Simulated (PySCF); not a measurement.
GaCl₂, SMILES [Cl][Ga+][Cl], charge +1.

Coordinates come from a PBE0-D3(BJ)/def2-TZVP optimisation. The multiplicity is an assumed one; other spin states were not compared. The isomer is the one that the SMILES or the coordinates give; other isomers of the formula were not compared.

Computed with PBE0-D3(BJ)/def2-TZVP (PySCF).

Frequencies are harmonic and unscaled.

Modes within 1.5 cm⁻¹ of each other (mostly degenerate sets) share a row, with their intensities summed.

```
mode  ν (cm⁻¹)  IR (km/mol)  Raman (Å⁴/amu)  depolarisation  moving atoms (share of kinetic energy)
----  --------  -----------  --------------  --------------  --------------------------------------
1–2        113         18.2             0.0               –                        Ga 50 %, Cl 50 %
3          424          0.0            24.9            0.22                                Cl 100 %
4          610         63.7             0.0               –                        Ga 50 %, Cl 50 %
```
